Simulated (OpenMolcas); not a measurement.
## 3d⁶ along the 24-electron sequence

| Quantity | Value |
| --- | --- |
| Program | OpenMolcas |
| Method | MS-CASPT2, IPEA 0.25 Eh, imaginary shift 0.1 Eh |
| Basis | ANO-RCC-VTZP |
| Scalar Hamiltonian | DKH2, point nucleus |
| Spin-orbit coupling | RASSI with atomic mean-field integrals over the reference wave functions, term energies averaged over their components |

Active space for each ion: 6 electrons in 5 orbitals (3d); closed shells correlated by CASPT2: 3s 3p.

Computed levels in cm-1 above ⁵D₄:

| Level | Fe2+ | Co3+ | Ni4+ | Cu5+ |
| --- | --- | --- | --- | --- |
| ⁵D₃ | 438 | 657 | 857 | 1148 |
| ⁵D₂ | 745 | 1111 | 1442 | 1915 |
| ⁵D₁ | 943 | 1401 | 1815 | 2400 |
| ⁵D₀ | 1040 | 1543 | 1997 | 2640 |
| ³P₂(1) | 19420 | 22930 | 26410 | 29480 |
| ³H₆ | 20310 | 23970 | 27750 | 31080 |
| ³H₅ | 20530 | 24280 | 28140 | 31570 |
| ³H₄ | 20690 | 24480 | 28370 | 31780 |
| ³P₁(1) | 20690 | 24830 | 28890 | 32800 |
| weight of ⁵D in the lowest level (%) | 100 | 100 | 100 | 100 |

Measured, with the error of the calculation in %. Measured levels: Fe2+ from Corliss and Sugar, J. Phys. Chem. Ref. Data 11, 135 (1982); Co3+ from Sugar and Corliss, J. Phys. Chem. Ref. Data 10, 1097 (1981); Ni4+ from Corliss and Sugar, J. Phys. Chem. Ref. Data 10, 197 (1981); Cu5+ from Sugar and Musgrove, J. Phys. Chem. Ref. Data 19, 527 (1990).

```
 Level          Fe2+          Co3+          Ni4+          Cu5+
   ⁵D₃    436 (+0.3)    639 (+2.8)    890 (-3.7)   1196 (-4.0)
   ⁵D₂    739 (+0.8)   1078 (+3.1)   1490 (-3.2)   1987 (-3.6)
   ⁵D₁    932 (+1.1)                 1872 (-3.0)   2490 (-3.5)
   ⁵D₀   1027 (+1.2)   1494 (+3.3)   2058 (-3.0)   2733 (-3.4)
³P₂(1)  19405 (+0.1)  22883 (+0.2)  26153 (+1.0)  29285 (+0.7)
   ³H₆  20051 (+1.3)  23680 (+1.2)  27111 (+2.4)  30418 (+2.2)
   ³H₅  20301 (+1.1)  24032 (+1.0)  27578 (+2.0)  31009 (+1.8)
   ³H₄  20482 (+1.0)  24272 (+0.9)  27859 (+1.8)  31288 (+1.6)
³P₁(1)     20688 (0)  24729 (+0.4)  28698 (+0.7)  32685 (+0.4)
```

The fine-structure level ⁵D₀ changes by a factor of 2.54 from Fe2+ to Cu5+. Its fourth root runs 5.68, 6.27, 6.68, 7.17, with steps per unit of Z of 0.59, 0.42, 0.48; equal steps would mean a (Z - σ)^4 law with constant σ.

³P₂(1) changes by a factor of 1.52 over the same range, with steps per unit of Z of +3510, +3480, +3070 cm-1.

Term energies are means over components that CASPT2 splits; among the terms shown or strongly mixed into the levels shown the widest spread is 480 cm-1 (3d⁶ ³H, Co3+). The CASPT2 spread within a term exceeds the gap to the next term for 3d⁶ ³P(1) and 3d⁶ ³H, so the order of their levels is uncertain (holds for Co3+). Computed and measured levels are paired by configuration, term and J; levels that our copy of the source lacks, or whose pairing is in doubt (as where it misses far off the trend of its configuration), stay unpaired and out of the deviations. Levels of configurations outside the active space are missing.

A number in round brackets counts repeated terms of one configuration in the order of the reference energies.
